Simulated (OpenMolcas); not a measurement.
Levels of Se III by method

| Item | Value |
| --- | --- |
| Program | OpenMolcas |
| Basis | ANO-RCC-VQZP [7s6p4d2f1g] |
| Scalar Hamiltonian | DKH2, point nucleus |
| Active space | 2 electrons in 9 orbitals (RAS2 4p; RAS3 4d 5s, at most 1 electron) |
| State averaging | 2S+1 = 3 even, 3 roots; 2S+1 = 1 even, 6 roots; 2S+1 = 3 odd, 18 roots; 2S+1 = 1 odd, 18 roots |
| Spin-orbit coupling | RASSI with atomic mean-field integrals over the reference wave functions, term energies averaged over their components |

Methods on the same reference wave functions:
A. RASSCF
B. SS-RASPT2, IPEA 0.25 Eh, imaginary shift 0.1 Eh (closed shells correlated: 3d 4s)
C. MS-RASPT2, IPEA 0.25 Eh, imaginary shift 0.1 Eh (closed shells correlated: 3d 4s)

Energies in cm⁻¹ above 4s² 4p² ³P₀, the measured ground level; measured values from Moore, Atomic Energy Levels, vol. II, NSRDS-NBS 35 (1971 reprint of NBS Circular 467, 1952).

```csv
Level,A,B,C,Measured
4s² 4p² ³P₀,0.0,0.0,0.0,0.0
4s² 4p² ³P₁,1452,1475,1475,1741
4s² 4p² ³P₂,3523,3480,3480,3937
4s² 4p² ¹D₂,15439,12770,12770,13032
4s² 4p² ¹S₀,34246,31910,31910,
4s² 4p 4d ³F°₂,121439,122820,122820,
4s² 4p 4d ³F°₃,122919,123590,123590,
4s² 4p 4d ³F°₄,124805,125590,125590,
4s² 4p 4d ¹D°₂,126949,119050,119040,
4s² 4p 5s ³P°₀,130181,128840,129180,126277
4s² 4p 5s ³P°₁,130829,129460,129770,126781
4s² 4p 5s ¹P°₁ [63 %],137029,134900,135010,131656
4s² 4p 4d ³D°₃,137488,130850,130850,
4s² 4p 4d ³P°₀,137491,133000,132670,
4s² 4p 4d ³P°₁ [72 %],137797,132740,132400,
4s² 4p 4d ¹F°₃,153638,148120,148120,
4s² 4p 4d ¹P°₁,153853,146560,146610,
```

Deviations, from unrounded energies. A percentage is the sum of absolute deviations over the sum of measured energies, with the sign that they share, or ± where signs differ.

```
                        Against measurement  Levels      A      B      C
             mean absolute deviation (cm-1)       6   2700   1600   1700
      fine structure of the ground term (%)       2  -12.4  -12.7  -12.7
other terms of the ground configuration (%)       1  +18.5   -2.0   -2.0
                   other configurations (%)       3   +3.5   +2.2   +2.4
```

B lies closest to measurement on these levels and A furthest from it. The largest miss of B in the table is 4s² 4p 5s ¹P°₁ [63 %], by +3200 cm-1. The ranking rests on the paired levels alone, and a cruder setting can come out closer through cancelling errors.

Between B and C the level of the table that moves most is 4s² 4p 4d ³P°₁ [72 %], by 350 cm-1 (lowest in C, highest in B). Moves below CASPT2's spread within the term are not significant.

The mean deviations of B to C differ by less than CASPT2's widest spread within a term (300 cm-1), so their order carries little weight.

From A to B the spin-free energies of the other terms of 4s² 4p² shown, above ³P, scale by factors of 0.78 to 0.92.

The lowest spin-free term lies below A's lowest term by 0.149 hartree in B, 0.149 hartree in C.

CASPT2 does not keep the components of a term degenerate, so their means are used; among the terms shown or strongly mixed into the levels shown the widest spread is 300 cm-1 (4s² 4p 4d ¹F°, C). Over all roots computed the reference weight is 0.90 to 0.97 in B, 0.90 to 0.97 in C; the roots of lowest weight are the least certain, and an intruder state may touch them. ANO sets are built for valence states and can reach diffuse excited orbitals poorly, and with the s shell closed the s pⁿ⁺¹ terms that mix with these levels are absent. With the s shell closed, the reference lacks s² → p² mixing. Measured partners are found by configuration, term and J. A level has none where our copy of the source lacks it or the pairing is in doubt (some pairs that miss far off the trend of their configuration count as doubtful), and it then counts in no deviation. Levels of configurations outside the active space are missing. The table leaves out levels that lie high or whose names do not pair safely across all columns.

A share in square brackets marks a mixed level and gives the weight of the term that names it, the lowest over the columns. ° marks odd parity.
